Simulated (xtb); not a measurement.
BeF (SMILES [Be][F]), doublet, geometry from GFN2-xTB (such geometries of metal compounds can be far from the true shape) (the spin is typed, not shown lowest); GFN0-xTB (xtb 6.7.1).

xtb was given this input:
```
$ xtb mol.xyz --gfn 0 --uhf 1 --acc 0.1 --json

# file mol.xyz
2

Be    -0.00000000    -0.00000000    -0.96726424
F      0.00000000     0.00000000     0.42989522
```

Question: Predict the main parts of the log of this xtb run.

Answer: 
```
   ID    Z sym.   atoms
    1    4 Be     1
    2    9 F      2

           -------------------------------------------------
          |                Calculation Setup                |
           -------------------------------------------------

           -------------------------------------------------
          |                 G F N 0 - x T B                 |
           -------------------------------------------------

          ...................................................
          :                      SETUP                      :
          :.................................................:
          :  # basis functions                   8          :
          :  # atomic orbitals                   8          :
          :  # shells                            4          :
          :  # electrons                         9          :
          :  electronic temp.          300.0000000     K    :
          :  accuracy                    0.1000000          :
          :  -> integral cutoff          0.3500000E+02      :
          :  -> integral neglect         0.1000000E-08      :
          ...................................................

         :::::::::::::::::::::::::::::::::::::::::::::::::::::
         ::                     SUMMARY                     ::
         :::::::::::::::::::::::::::::::::::::::::::::::::::::
         :: total energy              -4.659696174431 Eh    ::
         :: gradient norm              0.020453948629 Eh/a0 ::
         :: HOMO-LUMO gap              5.229435259529 eV    ::
         ::.................................................::
         :: H0 energy                 -4.648194995483 Eh    ::
         :: repulsion energy           0.019292323175 Eh    ::
         :: electrostat energy        -0.030669833406 Eh    ::
         :: -> Gsolv                   0.000000000000 Eh    ::
         ::    -> Gsasa                0.000000000000 Eh    ::
         ::    -> Gshift               0.000000000000 Eh    ::
         :: dispersion energy         -0.000123668717 Eh    ::
         :: short-range corr.          0.000000000000 Eh    ::
         :: add. restraining           0.000000000000 Eh    ::
         :: total charge               0.000000000000 e     ::
         :::::::::::::::::::::::::::::::::::::::::::::::::::::

           -------------------------------------------------
          |                Property Printout                |
           -------------------------------------------------

    * Orbital Energies and Occupations

         #    Occupation            Energy/Eh            Energy/eV
      -------------------------------------------------------------
         1        2.0000           -0.8249517             -22.4481
         2        2.0000           -0.4447992             -12.1036
         3        2.0000           -0.4446867             -12.1005
         4        2.0000           -0.4446867             -12.1005
         5        1.0000           -0.3299463              -8.9783 (HOMO)
         6                         -0.1377681              -3.7489 (LUMO)
         7                         -0.1377681              -3.7489
         8                          0.4941291              13.4459
      -------------------------------------------------------------
                  HL-Gap            0.1921782 Eh            5.2294 eV
             Fermi-level            0.0000000 Eh            0.0000 eV

     #   Z          covCN         q      C6AA      α(0)
     1   4 Be       0.668     0.242   116.448    29.448
     2   9 F        0.668    -0.242    11.741     3.949

 Mol. C6AA /au·bohr⁶  :        183.232565
 Mol. C8AA /au·bohr⁸  :       6909.080095
 Mol. α(0) /au        :         33.396918

Wiberg/Mayer (AO) data.
largest (>0.10) Wiberg bond orders for each atom

 ---------------------------------------------------------------------------
     #   Z sym  total        # sym  WBO       # sym  WBO       # sym  WBO
 ---------------------------------------------------------------------------
     1   4 Be   0.846 --     2 F    0.846
     2   9 F    0.846 --     1 Be   0.846
 ---------------------------------------------------------------------------

Topologies differ in total number of bonds
Writing topology from bond orders to xtbtopo.mol

 dipole moment from electron density (au)
     X       Y       Z
   0.0000   0.0000  -1.1443  total (Debye):    2.908

           -------------------------------------------------
          | TOTAL ENERGY               -4.659696174431 Eh   |
          | GRADIENT NORM               0.020453948629 Eh/α |
          | HOMO-LUMO GAP               5.229435259529 eV   |
           -------------------------------------------------

normal termination of xtb
```
